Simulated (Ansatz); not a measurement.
Relaxation of C₂H₉F₂NOSi₂ (17 atoms, charge 0, multiplicity 1), to a largest force component of 0.02 eV/Å in at most 40 steps.

Level of theory: RKS PBE0-D4/STO-3G (Ansatz).

```xyz
17
Properties=species:S:1:pos:R:3
Si 0.000 0.000 0.000
N 0.000 0.000 1.820
C -1.216 -0.376 2.555
H -1.864 -1.000 1.905
H -0.938 -0.953 3.461
H -1.766 0.540 2.855
C 1.216 0.376 2.555
H 1.464 -0.416 3.292
H 2.058 0.494 1.842
H 1.046 1.335 3.087
O 1.584 0.000 -0.559
Si 2.491 -1.376 -0.887
H 1.660 -2.352 -1.586
H 3.632 -1.020 -1.725
H 2.969 -1.954 0.366
F -0.749 1.297 -0.529
F -0.749 -1.297 -0.529
```

Q: Where does it end, and by what steps?

A: The forces met the threshold. The force dipped under the threshold on the way, but the program's further checks kept it going. Limits of this set-up: minimal basis. After 27 steps the energy has fallen by 0.401 eV; H13 moved furthest, 1.20 Å.

| step | energy less start (eV) | largest force component (eV/Å) | accepted |
| --- | --- | --- | --- |
| 0 | 0.0000 | 3.437 | yes |
| 1 | -0.2620 | 1.635 | yes |
| 2 | -0.3236 | 0.222 | yes |
| 3 | -0.3449 | 0.536 | yes |
| 4 | -0.3583 | 0.225 | yes |
| 5 | -0.3665 | 0.112 | yes |
| 6 | -0.3728 | 0.148 | yes |
| 7 | -0.3761 | 0.130 | yes |
| 8 | -0.3796 | 0.148 | yes |
| 9 | -0.3807 | 0.313 | yes |
| 10 | -0.3839 | 0.080 | yes |
| 11 | -0.3851 | 0.051 | yes |
| 12 | -0.3850 | 0.182 | no |
| 13 | -0.3872 | 0.051 | yes |
| 14 | -0.3883 | 0.104 | yes |
| 15 | -0.3894 | 0.097 | yes |
| 16 | -0.3913 | 0.137 | yes |
| 17 | -0.3924 | 0.114 | yes |
| 18 | -0.3940 | 0.086 | yes |
| 19 | -0.3961 | 0.075 | yes |
| 20 | -0.3974 | 0.106 | yes |
| 21 | -0.3986 | 0.064 | yes |
| 22 | -0.3996 | 0.028 | yes |
| 23 | -0.4003 | 0.063 | yes |
| 24 | -0.4007 | 0.035 | yes |
| 25 | -0.4011 | 0.011 | yes |
| 26 | -0.4014 | 0.012 | yes |
| 27 | -0.4015 | 0.016 | yes |

```xyz
17
Properties=species:S:1:pos:R:3
Si 0.039 0.283 -0.060
N 0.245 -0.264 1.587
C -0.940 -0.790 2.299
H -1.599 -1.293 1.574
H -0.636 -1.526 3.064
H -1.530 -0.004 2.812
C 1.142 0.497 2.482
H 1.495 -0.147 3.306
H 2.026 0.843 1.921
H 0.661 1.386 2.940
O 1.396 -0.058 -0.960
Si 2.291 -1.454 -0.602
H 1.456 -2.626 -0.438
H 3.171 -1.659 -1.729
H 3.097 -1.287 0.590
F -0.207 1.879 -0.218
F -1.269 -0.483 -0.647
```

Whether the end is a true minimum wasn't checked by a vibrational analysis.

The run took 3.3 min on 1 thread of Intel(R) Xeon(R) Platinum 8259CL CPU @ 2.50GHz (Skylake/Cascade Lake), with other jobs on the host, peak memory 0.22 GiB.
